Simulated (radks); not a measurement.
Q: These are the eigenvalues of the occupied orbitals of an atom or ion with whole-number occupations (hartree). Calculated with a radial shooting solver on a logarithmic mesh with Libxc functionals: Dirac Kohn-Sham, exchange-only PBE, spin-unpolarised, spherical densities, finite nucleus; Fermi nuclear charge, rms radius of each element as measured or else 0.836 A^(1/3) + 0.57 fm.

| orbital | eigenvalue |
|---|---|
| 1s1/2 | -1080.387 |
| 2s1/2 | -175.5957 |
| 2p1/2 | -165.0408 |
| 2p3/2 | -156.5546 |
| 3s1/2 | -45.18252 |
| 3p1/2 | -40.90470 |
| 3p3/2 | -39.32652 |
| 3d3/2 | -31.81334 |
| 3d5/2 | -31.48354 |
| 4s1/2 | -17.46106 |
| 4p1/2 | -15.89255 |
| 4p3/2 | -15.50744 |

Which element is it, and in what charge state? The configuration may be excited. Open shells, if any, fill j = l - 1/2 first.

A: Z = 50, tin, charge +16: Sn16+ in [Ar] 3d10 4s2 4p4. The list shows which subshells hold electrons but not how many an open one holds; the 1s level, -1080.4 hartree, gives Z - s = 46.5 by -(Z - s)^2/2, which with screening and relativity narrows Z to a few neighbours, and the depths of the outer levels then fix element, charge and occupations together.
